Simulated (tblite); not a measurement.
Species: C2H8Ge2OSi.
Atom-mapped SMILES: `[CH:1]#[C:2][SiH2:3][O:4][GeH2:5][GeH3:6]` (hydrogens: H7 on C1; H8, H9 on Si3; H10, H11 on Ge5; H12, H13, H14 on Ge6)

Computed with GFN2-xTB (tblite), gas phase: L-BFGS steps from a force-field or distance-geometry start until the largest atomic force falls under 0.01 eV/Å.

Step 87: E = -490.0119 eV
```
atom  x, y, z in Å  |  force x, y, z in eV/Å
C1      2.6587   -1.3795   -0.9105   -0.074   0.099   0.073
C2      2.2686   -0.3028   -0.5398    0.090  -0.076  -0.029
Si3     1.8070    1.3897    0.0718   -0.084  -0.017   0.075
O4      0.1996    1.5553    0.2550    0.058  -0.012  -0.024
Ge5    -1.4134    1.2915   -0.3693    0.075   0.032  -0.027
Ge6    -2.2947   -0.5609    0.8369   -0.011  -0.002  -0.064
H7      2.9841   -2.3312   -1.2216   -0.025   0.000  -0.032
H8      2.2409    2.3802   -0.9160    0.052   0.009  -0.007
H9      2.3253    1.5572    1.4349   -0.038   0.022  -0.072
H10    -1.2368    1.1090   -1.8763   -0.037   0.013   0.073
H11    -2.0360    2.6617   -0.1524   -0.018  -0.051  -0.008
H12    -1.6236   -0.7550    2.1620   -0.031  -0.002   0.015
H13    -2.1076   -1.8522    0.0941   -0.010  -0.020   0.012
H14    -3.7727   -0.4832    1.1088    0.053   0.005   0.015
```

Step 88: E = -490.0132 eV
```
atom  x, y, z in Å  |  force x, y, z in eV/Å
C1      2.6421   -1.3790   -0.9104   -0.040   0.037   0.067
C2      2.2596   -0.3021   -0.5340    0.065  -0.045  -0.037
Si3     1.8049    1.3932    0.0731   -0.042  -0.006   0.049
O4      0.2000    1.5739    0.2532    0.029  -0.012  -0.013
Ge5    -1.4109    1.2936   -0.3686    0.069   0.029  -0.015
Ge6    -2.2881   -0.5632    0.8342    0.013  -0.006  -0.020
H7      2.9676   -2.3323   -1.2180   -0.037   0.015  -0.033
H8      2.2487    2.3810   -0.9142    0.045   0.001  -0.001
H9      2.3285    1.5525    1.4334   -0.038   0.034  -0.039
H10    -1.2295    1.1059   -1.8716   -0.036   0.006   0.041
H11    -2.0435    2.6596   -0.1621   -0.021  -0.043   0.002
H12    -1.6197   -0.7621    2.1626   -0.035   0.006  -0.012
H13    -2.0953   -1.8525    0.0896   -0.016  -0.019   0.009
H14    -3.7651   -0.4888    1.1105    0.045   0.004   0.004
```

Step 89: E = -490.0144 eV
```
atom  x, y, z in Å  |  force x, y, z in eV/Å
C1      2.6041   -1.3842   -0.9061   -0.049   0.118   0.102
C2      2.2383   -0.3018   -0.5254    0.076  -0.130  -0.075
Si3     1.8010    1.3998    0.0800   -0.034  -0.013  -0.011
O4      0.1992    1.6111    0.2560    0.019  -0.024  -0.015
Ge5    -1.4048    1.3005   -0.3716    0.050   0.015   0.030
Ge6    -2.2679   -0.5683    0.8282    0.039  -0.005   0.002
H7      2.9245   -2.3401   -1.2132   -0.055   0.039  -0.027
H8      2.2570    2.3821   -0.9080    0.046  -0.009   0.004
H9      2.3299    1.5484    1.4362   -0.029   0.044   0.012
H10    -1.2127    1.1039   -1.8682   -0.028  -0.002  -0.006
H11    -2.0611    2.6575   -0.1827   -0.015  -0.044   0.014
H12    -1.6000   -0.7696    2.1584   -0.032   0.012  -0.033
H13    -2.0649   -1.8553    0.0800   -0.025  -0.003   0.014
H14    -3.7433   -0.5043    1.1141    0.037   0.003  -0.012
```

**Question.** Estimate the geometry and energy of step 90. (The exact step hangs on the optimiser's Hessian estimate; all steps are aligned on step 89, rigid shifts and turns removed.)

**Answer.** E = -490.0154 eV, largest force 0.077 eV/Å
```
atom  x, y, z in Å  |  force x, y, z in eV/Å
C1      2.5916   -1.3855   -0.9028   -0.003  -0.005   0.049
C2      2.2300   -0.3026   -0.5234    0.028  -0.015  -0.029
Si3     1.7968    1.3998    0.0831    0.039   0.001  -0.066
O4      0.1986    1.6221    0.2588   -0.025  -0.015  -0.007
Ge5    -1.4002    1.3034   -0.3738    0.015  -0.016   0.051
Ge6    -2.2599   -0.5693    0.8230    0.045  -0.009   0.032
H7      2.9107   -2.3410   -1.2137   -0.059   0.045  -0.019
H8      2.2608    2.3799   -0.9056    0.034  -0.025   0.016
H9      2.3270    1.5486    1.4364   -0.017   0.044   0.052
H10    -1.2052    1.1069   -1.8668   -0.017  -0.007  -0.043
H11    -2.0679    2.6529   -0.1885   -0.018  -0.020   0.022
H12    -1.5920   -0.7674    2.1549   -0.029   0.011  -0.047
H13    -2.0571   -1.8587    0.0791   -0.023   0.001   0.011
H14    -3.7338   -0.5093    1.1171    0.031   0.008  -0.022
```

The energy changes by -0.0009 eV. The first-order estimate −F·Δx gives -0.0015 eV and the mean of the old and new forces, exact on a quadratic surface, -0.0009 eV. The step makes an angle of 82° with the force vector and moves no atom by more than 0.014 Å.

The cost below is that of the whole relaxation. Time: 2.1 s. Hardware: one thread, Arm Neoverse N1 (aarch64) (shared host).
